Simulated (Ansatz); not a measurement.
C₂H₅BFN, SMILES `C=C(N)BF`. Charge 0, multiplicity 1. Geometry: relaxed with PBE0-D4/def2-TZVP. It is one conformer, not always the lowest.

```xyz
10

C     0.053    0.805    1.148
C     0.075   -0.042    0.101
N     1.082   -0.947   -0.158
B    -1.144    0.005   -0.848
F    -1.140   -0.750   -1.943
H    -0.807    1.443    1.299
H     0.863    0.879    1.869
H     1.137   -1.302   -1.096
H     1.975   -0.799    0.282
H    -2.092    0.708   -0.653
```

Question: What is the dipole moment at B3LYP/def2-TZVPP? (Best estimate.)

Answer: The calculation gave: 1.69 D, with components (1.64, 0.20, 0.32) D in this frame, pointing from negative to positive charge.

Question: And with PBE, r2SCAN, ωB97M-V? (Best estimate.)

Answer: Computed: PBE 1.77 D, r2SCAN 1.74 D, ωB97M-V 1.61 D.

Question: Give the Mulliken charges with B3LYP, r2SCAN, ωB97M-V in def2-TZVPP. (An estimate is asked.)

Answer: Computed: 
| atom | B3LYP | r2SCAN | ωB97M-V |
| --- | --- | --- | --- |
| C1 | -0.25 | -0.21 | -0.25 |
| C2 | 0.10 | 0.09 | 0.11 |
| N3 | -0.30 | -0.34 | -0.27 |
| B4 | 0.24 | 0.30 | 0.19 |
| F5 | -0.25 | -0.27 | -0.25 |
| H6 | 0.10 | 0.09 | 0.10 |
| H7 | 0.08 | 0.06 | 0.09 |
| H8 | 0.16 | 0.17 | 0.13 |
| H9 | 0.14 | 0.16 | 0.12 |
| H10 | -0.02 | -0.04 | 0.03 |

B3LYP here is the variant with VWN-RPA as its local correlation; programs differ in this.
